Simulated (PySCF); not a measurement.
# Computed vibrations of Dy2O2Cl2

Dy2O2Cl2 (singlet in the valence; each metal's 4f electrons, 9 of them, lie in its core potential, out of spins and levels). PySCF 2.14.0, RKS BP86, Dy lcecp-1-SVP with ECP55, O def2-SVP, Cl def2-SVP; non-relativistic Hamiltonian with scalar-relativistic core potentials where named; density fitting; no spin-orbit coupling. Central differences of gradients.

```xyz
6

Dy    0.0000    0.0000    1.5822
Dy    0.0000    0.0000   -1.5822
O     1.3509    0.0000    0.0000
O    -1.3509    0.0000    0.0000
Cl    0.0000    0.0000    4.1546
Cl    0.0000    0.0000   -4.1546
```

Run from Python with OMP_NUM_THREADS=4. Where DIIS fails, smearing, a level shift and second-order steps follow.
It took 100 s on 4 threads of Arm Neoverse N1, on a shared host.

(1) What are the harmonic wavenumbers and infrared intensities?

(2) Is this a minimum?

An lcecp potential fixes the number of 4f electrons, so in runs with it no electron can move into or out of that shell.

Answers

(1) Modes are labelled in D2h; negative numbers are unstable modes, those under 60 cm⁻¹ near the noise; a finer grid moves soft modes by up to 10 cm⁻¹.
```json
{"cm⁻¹": "-50", "km/mol": "–", "symmetry": "b2g"}
{"cm⁻¹": "-33", "km/mol": "–", "symmetry": "b3u"}
{"cm⁻¹": "44", "km/mol": "12.3", "symmetry": "b2u"}
{"cm⁻¹": "59", "km/mol": "0.0", "symmetry": "b3g"}
{"cm⁻¹": "179", "km/mol": "0.0", "symmetry": "ag"}
{"cm⁻¹": "215", "km/mol": "89.9", "symmetry": "b3u"}
{"cm⁻¹": "296", "km/mol": "136.8", "symmetry": "b1u"}
{"cm⁻¹": "321", "km/mol": "0.0", "symmetry": "ag"}
{"cm⁻¹": "406", "km/mol": "0.0", "symmetry": "b3g"}
{"cm⁻¹": "531", "km/mol": "163.8", "symmetry": "b2u"}
{"cm⁻¹": "588", "km/mol": "0.0", "symmetry": "ag"}
{"cm⁻¹": "603", "km/mol": "553.2", "symmetry": "b1u"}
```

(2) Probably not: 2 unstable, though so soft as to be near the noise; the lowest moves the atoms so:
```
Dy   0.00  0.35  0.00
Dy   0.00 -0.35  0.00
O    0.00  0.00  0.00
O    0.00  0.00  0.00
Cl   0.00 -0.62  0.00
Cl   0.00  0.62  0.00
```
